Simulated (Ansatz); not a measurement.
Relaxation of F2H6N2Si (11 atoms, charge 0, multiplicity 1), to a largest force component of 0.03 eV/Å in at most 50 steps.

Theory: RKS B3LYP/def2-SVP in Ansatz 0.2.0.

```xyz
11
Properties=species:S:1:pos:R:3
Si 0.072 -0.198 0.200
N 0.038 -0.016 1.961
H -0.869 0.153 2.388
H 0.569 -0.695 2.502
N 1.650 -0.099 -0.410
H 1.920 -0.636 -1.227
H 2.260 0.691 -0.237
F -1.010 0.866 -0.364
F -0.490 -1.625 -0.336
H 0.853 2.318 0.644
H 0.841 1.995 1.286
```

Question: Where does it end, and by what steps?

Answer: The run converged. The force dipped under the threshold on the way, but the program's further checks kept it going. After 19 steps the energy has fallen by 0.322 eV; H10 moved furthest, 1.49 Å.

```json
{"step": "0", "energy less start (eV)": "0.0000", "largest force component (eV/Å)": "1.483", "accepted": "yes"}
{"step": "1", "energy less start (eV)": "-0.1644", "largest force component (eV/Å)": "0.907", "accepted": "yes"}
{"step": "2", "energy less start (eV)": "-0.2365", "largest force component (eV/Å)": "0.325", "accepted": "yes"}
{"step": "3", "energy less start (eV)": "-0.2739", "largest force component (eV/Å)": "0.141", "accepted": "yes"}
{"step": "4", "energy less start (eV)": "-0.2909", "largest force component (eV/Å)": "0.218", "accepted": "yes"}
{"step": "5", "energy less start (eV)": "-0.3005", "largest force component (eV/Å)": "0.126", "accepted": "yes"}
{"step": "6", "energy less start (eV)": "-0.2540", "largest force component (eV/Å)": "0.557", "accepted": "no"}
{"step": "7", "energy less start (eV)": "-0.3049", "largest force component (eV/Å)": "0.066", "accepted": "yes"}
{"step": "8", "energy less start (eV)": "-0.3086", "largest force component (eV/Å)": "0.160", "accepted": "yes"}
{"step": "9", "energy less start (eV)": "-0.3135", "largest force component (eV/Å)": "0.212", "accepted": "yes"}
{"step": "10", "energy less start (eV)": "-0.3107", "largest force component (eV/Å)": "0.576", "accepted": "no"}
{"step": "11", "energy less start (eV)": "-0.3171", "largest force component (eV/Å)": "0.049", "accepted": "yes"}
{"step": "12", "energy less start (eV)": "-0.3195", "largest force component (eV/Å)": "0.057", "accepted": "yes"}
{"step": "13", "energy less start (eV)": "-0.3206", "largest force component (eV/Å)": "0.195", "accepted": "yes"}
{"step": "14", "energy less start (eV)": "-0.3217", "largest force component (eV/Å)": "0.059", "accepted": "yes"}
{"step": "15", "energy less start (eV)": "-0.3218", "largest force component (eV/Å)": "0.054", "accepted": "yes"}
{"step": "16", "energy less start (eV)": "-0.3222", "largest force component (eV/Å)": "0.031", "accepted": "yes"}
{"step": "17", "energy less start (eV)": "-0.3224", "largest force component (eV/Å)": "0.011", "accepted": "yes"}
{"step": "18", "energy less start (eV)": "-0.3224", "largest force component (eV/Å)": "0.037", "accepted": "yes"}
{"step": "19", "energy less start (eV)": "-0.3225", "largest force component (eV/Å)": "0.010", "accepted": "yes"}
```

```xyz
11
Properties=species:S:1:pos:R:3
Si -0.023 -0.546 0.088
N -0.087 0.050 1.682
H -0.971 0.299 2.112
H 0.618 -0.201 2.367
N 1.504 -0.262 -0.594
H 1.857 -0.835 -1.353
H 1.938 0.654 -0.564
F -1.293 0.133 -0.659
F -0.280 -2.137 -0.093
H 1.480 3.126 1.723
H 1.089 2.471 1.699
```

Whether the end is a true minimum wasn't checked by a vibrational analysis.

The run took 53 s on 2 threads of Intel(R) Xeon(R) Platinum 8259CL CPU @ 2.50GHz (Skylake/Cascade Lake), with other jobs on the host, peak memory 0.24 GiB.
